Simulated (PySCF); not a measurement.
## Low-lying terms of Sr²⁰⁺ (strontium, charge +20)

Ground state [Ar], ¹S. Computed with PySCF 2.14 in an even-tempered Gaussian basis (20 s from 0.336 bohr⁻², ratio 2.5; 14 p from 0.432 bohr⁻², ratio 2.5; 6 d from 0.711 bohr⁻², ratio 2.7; 3 f from 21 bohr⁻², ratio 2.7), with the spin-free X2C one-electron Hamiltonian (Gaussian nucleus). Vertical excitation energies in eV without spin-orbit coupling; excited terms of each kind are numbered among those the solver found. Frozen: [Ne].

| term | leading excitation | EOM-EE-CCSD |
| --- | --- | --- |
| 1 3P° | 3p → d | 103.86 |
| 1 3F° | 3p → d | 108.24 |
| 1 1D° | 3p → d | 114.86 |
| 1 3D° | 3p → d | 115.13 |
| 1 1F° | 3p → d | 115.45 |
| 1 1P° | 3p → d | 142.21 |
| 1 3D | 3s → d | 187.82 |
| 1 1D | 3s → d | 192.40 |

The spin-orbit splitting of the hole, absent here, rivals or exceeds the spacing of these terms, so the LS terms are model states.

The solver can miss terms. The 29 highest virtual orbitals were dropped.
